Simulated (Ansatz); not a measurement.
Frontier orbitals of C2H9GaO (`C[O+](C)[GaH3-]`).

Total charge 0; spin multiplicity 1. Correlated methods include outer-core shells of Ga, which these sets cover unevenly. Scalar relativity is left out up to krypton. All single points use the PBE0-D4/def2-TZVP geometry. Basis def2-TZVPP, Ansatz 0.2.0.

Orbital energies of one run (eV). Highest occupied ones, from the top: -6.80, -6.90, -7.97, -9.38, -10.51, -10.67, -10.98, -13.14, -13.42, -13.74, -17.84, -19.72, -19.73, -19.78. Empty: -0.65, 0.47, 1.10, 1.25, 1.69, 1.94.

Which functional gave them?
A. LC-ωPBE
B. revPBE
C. B97M-V
D. ωB97X-V

C. HOMO energies: B97M-V -6.80, revPBE -6.32, ωB97X-V -10.05, LC-ωPBE -10.38 eV.

LC-ωPBE has ω = 0.4 bohr⁻¹.
